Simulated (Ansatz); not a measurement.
Geometry optimisation, RKS B3LYP/cc-pVDZ in Ansatz.

input.yaml

```yaml
crystal:
  periodic: [false, false, false]
  atoms:
    - { symbol: B, position_ang: [-0.031367, -0.42332, -0.153672] }
    - { symbol: F, position_ang: [0.040006, -0.671761, 1.164471] }
    - { symbol: O, position_ang: [1.094863, -0.35954, -0.906754] }
    - { symbol: H, position_ang: [1.896535, -0.502715, -0.387657] }
    - { symbol: O, position_ang: [-1.235144, -0.276568, -0.764034] }
    - { symbol: H, position_ang: [-1.964176, -0.338496, -0.134034] }
    - { symbol: H, position_ang: [0.048183, 1.842147, 0.631905] }
    - { symbol: H, position_ang: [0.0606, 1.457153, 1.237574] }
basis:
  gaussian: { orbitals: cc-pVDZ }
hamiltonian:
  xc: b3lyp
relax:
  f_tol: 0.03
  max_steps: 50
output:
  orbitals: {}
```

Command:

```bash
$ ansatz run input.yaml --threads 1 --pin off --max-ram 2048MiB --backend cpu --events-out ev --progress --plain --runs-dir out
```

Q: Where does it end, and by what steps?

A: The forces met the threshold. The force dipped under the threshold on the way, but the program's further checks kept it going. After 26 steps the energy has fallen by 0.191 eV; H7 moved furthest, 1.56 Å.

```
step  energy less start (eV)  largest force component (eV/Å)  accepted
   0                  0.0000                           1.457       yes
   1                 -0.1287                           0.323       yes
   2                 -0.0925                           1.258        no
   3                 -0.1476                           0.247       yes
   4                 -0.1565                           0.168       yes
   5                 -0.1661                           0.035       yes
   6                 -0.1705                           0.091       yes
   7                 -0.1717                           0.276       yes
   8                 -0.1749                           0.139       yes
   9                 -0.1778                           0.135       yes
  10                 -0.1770                           0.429        no
  11                 -0.1804                           0.078       yes
  12                 -0.1828                           0.033       yes
  13                 -0.1799                           0.561        no
  14                 -0.1847                           0.011       yes
  15                 -0.1857                           0.152       yes
  16                 -0.1867                           0.180       yes
  17                 -0.1879                           0.192       yes
  18                 -0.1891                           0.115       yes
  19                 -0.1790                           0.599        no
  20                 -0.1897                           0.031       yes
  21                 -0.1903                           0.033       yes
  22                 -0.1896                           0.231        no
  23                 -0.1906                           0.049       yes
  24                 -0.1907                           0.085       yes
  25                 -0.1909                           0.039       yes
  26                 -0.1910                           0.003       yes
```

```xyz
8
Properties=species:S:1:pos:R:3
B -0.050 -0.721 -0.410
F 0.044 -0.167 0.830
O 1.072 -1.046 -1.099
H 1.873 -0.833 -0.603
O -1.266 -0.953 -0.964
H -1.985 -0.680 -0.379
H 0.116 2.933 1.746
H 0.104 2.193 1.566
```

Whether the end is a true minimum wasn't checked by a vibrational analysis.

The run took 66 s on 1 thread of Arm Neoverse V1, with other jobs on the host, peak memory 0.13 GiB.
